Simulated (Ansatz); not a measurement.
CH6O2Si (`C[SiH](O)O`), relaxed with RKS PBE0-D4/def2-TZVP in the Gaussian-basis code of Ansatz from a PBE-D4/def2-SVP geometry. The force threshold is 0.005 eV/Å; the program also tests the step.

The species carries charge 0 and has multiplicity 1.

Start:

```xyz
10

C     0.223   -1.187   -0.638
Si   -0.064    0.243    0.534
O     1.195    1.317    0.223
O    -1.575    0.958    0.329
H     0.265   -0.839   -1.691
H     1.187   -1.688   -0.414
H    -0.589   -1.936   -0.549
H    -0.087   -0.176    1.975
H     1.218    2.087    0.819
H    -1.773    1.221   -0.587
```

Q: How much energy does the relaxation release, and in how many steps? (Estimate.)

A: Computed: 1.67 kcal/mol, in 7 steps, 1 of them rejected.

Q: Which bonds change most? (Estimate.)

A: Computed: Si2–O4 from 1.684 to 1.647 Å; Si2–O3 from 1.684 to 1.647 Å; C1–Si2 from 1.871 to 1.852 Å; Si2–H8 from 1.501 to 1.484 Å.

Q: Give the relaxed structure. (Best estimate.)

A: Computed: 
```xyz
10

C     0.224   -1.179   -0.632
Si   -0.069    0.238    0.524
O     1.167    1.290    0.242
O    -1.543    0.940    0.311
H     0.248   -0.838   -1.671
H     1.183   -1.657   -0.418
H    -0.564   -1.929   -0.535
H    -0.095   -0.172    1.950
H     1.217    2.067    0.800
H    -1.767    1.241   -0.571
```
